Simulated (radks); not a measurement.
Ionisation of neutral promethium, [Xe] 4f5 6s2, to [Xe] 4f5 6s1 as the strength of local exchange is varied. All-electron calculation, Dirac Kohn-Sham, Slater X-alpha exchange (alpha = 2/3 is LDA exchange), no correlation, spin-unpolarised, spherical densities, point nucleus; open shells are shared between the two j in proportion to 2j + 1. Program: a radial shooting solver on a logarithmic mesh with Libxc functionals.

alpha  E(Pm) (hartree)  exchange (hartree)  IE (eV)  -e of the level emptied (eV)  <r> of it (bohr)
0.623       -9999.9096           -201.9867    5.050                 2.724 (6s1/2)             4.496
0.667      -10014.1859           -216.5781    5.236                 2.887 (6s1/2)             4.445
0.781      -10051.2737           -254.5718    5.752                 3.354 (6s1/2)             4.310
0.921      -10097.0141           -301.6048    6.435                 3.985 (6s1/2)             4.148
1.01       -10126.2021           -331.7184    6.893                 4.414 (6s1/2)             4.051
1.035      -10134.4163           -340.2072    7.025                 4.538 (6s1/2)             4.024

NIST Atomic Spectra Database: 5.582 eV (measured). The Delta-SCF value meets it near alpha = 0.74. Spin polarisation and multiplet splitting are left out, so open shells lie too high by an amount that depends on their filling. Sharing an open shell by 2j + 1 raises it above the true ground level by a part of the spin-orbit splitting, which enters the differences from NIST.

Beside tabulated values, note that spin-unpolarised runs miss the spin-polarisation part of the exchange energy of open shells.
